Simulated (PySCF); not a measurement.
**Radial density of W⁻ (tungsten, charge -1)**

UHF, [Xe] 4f14 5d5 6s2, high-spin 6S determinant. Calculation: PySCF 2.14, in def2-QZVPPD with the def2 core potential (60 electrons) (7s6p4d3f2g, 84 functions); a scalar-relativistic core potential. This is the valence pseudo-density: the core potential removes the inner electrons and smooths the orbitals near the nucleus.

```json
{"r (bohr)": "0.162", "4πr²ρ (e/bohr)": "1.102e-05", "4πr²(ρα − ρβ)": "0.0000"}
{"r (bohr)": "0.273", "4πr²ρ (e/bohr)": "0.0006759", "4πr²(ρα − ρβ)": "0.0003"}
{"r (bohr)": "0.458", "4πr²ρ (e/bohr)": "0.1585", "4πr²(ρα − ρβ)": "0.0144"}
{"r (bohr)": "0.771", "4πr²ρ (e/bohr)": "6.080", "4πr²(ρα − ρβ)": "0.4701"}
{"r (bohr)": "1.30", "4πr²ρ (e/bohr)": "9.663", "4πr²(ρα − ρβ)": "2.4292"}
{"r (bohr)": "2.18", "4πr²ρ (e/bohr)": "3.091", "4πr²(ρα − ρβ)": "2.1662"}
{"r (bohr)": "3.67", "4πr²ρ (e/bohr)": "0.9108", "4πr²(ρα − ρβ)": "0.5341"}
{"r (bohr)": "6.17", "4πr²ρ (e/bohr)": "0.2306", "4πr²(ρα − ρβ)": "-0.0868"}
{"r (bohr)": "10.4", "4πr²ρ (e/bohr)": "0.006181", "4πr²(ρα − ρβ)": "-0.0047"}
```

Energies and moments cover only the electrons outside the core potential. Spin-orbit coupling, which splits the p, d and f shells strongly at this Z, is absent. ⟨S²⟩ = 8.92 against 8.75 shows spin contamination. At UHF the highest occupied level has a positive energy, so only the finite basis holds that electron.

**Question.** Where is the radial spin density 4πr²(ρα − ρβ) most negative, and why is it negative at all?

**Answer.** Around r = 6.17 bohr, down to -0.0868 e/bohr: exchange with the open shell polarises the paired shells in an unrestricted calculation.
